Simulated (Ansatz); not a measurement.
Ansatz results at the PBE0-D4/def2-TZVP geometry: HOMO energy (B3LYP/def2-TZVPP) -6.23 eV; HOMO–LUMO gap (PBE/def2-TZVPP) 1.95 eV; size of the dipole moment (ωB97M-V/def2-TZVPP) 0.68 D.

(1) Which molecule gave them?
A. `C[O][Ge][NH2]`
B. `[GeH][Br]`
C. `[NH2][Ge][Cl]`
D. `[CH3][GeH]`

Answers

(1) D. The others give `[NH2][Ge][Cl]`: -7.35, 3.86, 2.88; `C[O][Ge][NH2]`: -6.79, 3.97, 0.63; `[GeH][Br]`: -6.91, 2.10, 1.89.

B3LYP here is the variant with VWN-RPA as its local correlation; programs differ in this.
